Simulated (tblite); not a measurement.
Input of a run (GFN2-xTB geometry optimisation, gas phase (tblite 0.8.0)), started from a force field or distance geometry:
```
{"job": {"kind": "relax", "xc": "GFN2-xTB", "basis": "xTB"}, "charge": 0, "multiplicity": 1}
C      2.969700    -0.819100    -0.175600
N      1.678100    -0.100300    -0.257300
C      1.594800     0.811100    -1.375200
C      0.675800    -0.259300     0.693400
P      0.933900    -0.731200     2.356900
Si    -1.229100     0.024800     0.302600
C     -1.572200    -0.264000    -1.529500
C     -1.670700     1.804800     0.742200
C     -2.340500    -1.152200     1.267600
H      2.824200    -1.837200     0.205800
H      3.416200    -0.909600    -1.167900
H      3.656700    -0.280800     0.474200
H      0.915700     1.657700    -1.154200
H      1.235200     0.284800    -2.270600
H      2.561300     1.257700    -1.610500
H      2.347200    -0.823400     2.311200
H     -1.172100     0.547600    -2.136000
H     -2.653400    -0.322200    -1.700200
H     -1.128900    -1.207300    -1.849600
H     -2.723600     1.995000     0.513700
H     -1.069000     2.512400     0.172700
H     -1.519800     1.992600     1.805000
H     -3.377100    -1.019900     0.953700
H     -2.059700    -2.196000     1.092900
H     -2.303600    -0.941900     2.343800
```

Output (eV, eV/Å):
```
step      E/eV     max force
  0    -764.86892    1.370
  1    -764.94891    0.723
  2    -764.98615    0.375
  3    -765.00542    0.296
  4    -765.02128    0.288
  5    -765.02941    0.232
  6    -765.03775    0.196
  7    -765.04379    0.179
  8    -765.04854    0.136
  9    -765.05251    0.165
 10    -765.05680    0.170
 11    -765.06125    0.161
 12    -765.06581    0.127
 13    -765.07036    0.124
 14    -765.07490    0.154
 15    -765.07900    0.133
 16    -765.08221    0.099
 17    -765.08488    0.127
 18    -765.08767    0.133
 19    -765.09054    0.129
 20    -765.09287    0.102
 21    -765.09441    0.090
 22    -765.09561    0.091
 23    -765.09700    0.101
 24    -765.09858    0.097
 25    -765.09994    0.072
 26    -765.10098    0.069
 27    -765.10198    0.077
 28    -765.10311    0.078
 29    -765.10430    0.072
 30    -765.10535    0.049
 31    -765.10617    0.061
 32    -765.10681    0.055
 33    -765.10729    0.046
 34    -765.10768    0.043
 35    -765.10813    0.053
 36    -765.10876    0.073
 37    -765.10958    0.071
 38    -765.11037    0.057
 39    -765.11094    0.044
 40    -765.11136    0.046
 41    -765.11174    0.048
 42    -765.11208    0.040
 43    -765.11236    0.038
 44    -765.11262    0.038
 45    -765.11297    0.049
 46    -765.11346    0.056
 47    -765.11399    0.060
 48    -765.11447    0.052
 49    -765.11490    0.053
 50    -765.11533    0.055
 51    -765.11574    0.041
 52    -765.11604    0.031
 53    -765.11625    0.036
 54    -765.11649    0.041
 55    -765.11682    0.052
 56    -765.11718    0.048
 57    -765.11753    0.044
 58    -765.11791    0.052
 59    -765.11837    0.068
 60    -765.11899    0.070
 61    -765.11960    0.042
 62    -765.11983    0.028
 63    -765.11994    0.024
 64    -765.12012    0.034
 65    -765.12036    0.037
 66    -765.12055    0.028
 67    -765.12070    0.023
 68    -765.12089    0.029
 69    -765.12113    0.036
 70    -765.12137    0.034
 71    -765.12154    0.030
 72    -765.12168    0.031
 73    -765.12191    0.039
 74    -765.12229    0.060
 75    -765.12286    0.071
 76    -765.12347    0.058
 77    -765.12391    0.045
 78    -765.12394    0.074
 79    -765.12434    0.027
 80    -765.12446    0.024
 81    -765.12465    0.018
 82    -765.12475    0.020
 83    -765.12486    0.024
 84    -765.12496    0.022
 85    -765.12510    0.028
 86    -765.12523    0.025
 87    -765.12534    0.022
 88    -765.12541    0.020
 89    -765.12548    0.018
 90    -765.12556    0.017
 91    -765.12566    0.018
 92    -765.12575    0.021
 93    -765.12583    0.020
 94    -765.12592    0.022
 95    -765.12603    0.024
 96    -765.12620    0.023
 97    -765.12632    0.024
 98    -765.12643    0.021
 99    -765.12652    0.023
100    -765.12665    0.021
101    -765.12679    0.029
102    -765.12691    0.025
103    -765.12697    0.017
104    -765.12702    0.016
105    -765.12707    0.016
106    -765.12713    0.019
107    -765.12719    0.013
108    -765.12723    0.012
109    -765.12727    0.014
110    -765.12730    0.014
111    -765.12734    0.013
112    -765.12739    0.013
113    -765.12744    0.017
114    -765.12750    0.018
115    -765.12758    0.018
116    -765.12766    0.021
117    -765.12774    0.017
118    -765.12779    0.027
119    -765.12785    0.013
120    -765.12789    0.009
```

Task: Summarise the run.

Result: The energy falls by 0.259 eV over 120 L-BFGS steps, the largest force on an atom goes from 1.37 to 0.009 eV/Å, and the atoms move by 0.345 Å rms after alignment. The bond that changes most is C4–Si6 (ends: carbon bonded to N, P and Si; four-coordinate silicon), which shortens by 0.050 Å. Bonds longer at the end by more than 0.005 Å: 5 of 24; shorter: 12. Among the angles that change most is C4–Si6–C9, from 112.3° to 109.5°. Among the dihedrals that turn most is C4–N2–C3–H13, from 26° to -9°. The energy never rose by more than 1e-5 eV on the way. The first step brought 31 % of the lowering.

Task: What are the final bond lengths?

Result: C1–N2 1.441 Å, N2–C3 1.440 Å, N2–C4 1.357 Å, C4=P5 1.709 Å, C4–Si6 1.916 Å, Si6–C7 1.916 Å, Si6–C8 1.913 Å, Si6–C9 1.901 Å, C1–H10 1.091 Å, C1–H11 1.090 Å, C1–H12 1.097 Å, C3–H13 1.083 Å, C3–H14 1.094 Å, C3–H15 1.096 Å, P5–H16 1.397 Å, C7–H17 1.085 Å, C7–H18 1.085 Å, C7–H19 1.085 Å, C8–H20 1.085 Å, C8–H21 1.086 Å, C8–H22 1.086 Å, C9–H23 1.086 Å, C9–H24 1.086 Å, C9–H25 1.085 Å. Numbering counts from 1 in the input's order; the species is `[H]/P=C(\N(C)C)[Si](C)(C)C`.

Its GFN2-xTB frequencies are all real (lowest 26 cm⁻¹). 2 starts were optimised and ended at 0.00 and 0.05 kcal/mol (GFN2-xTB); the lowest of these is shown.

All values are computed, not measured.
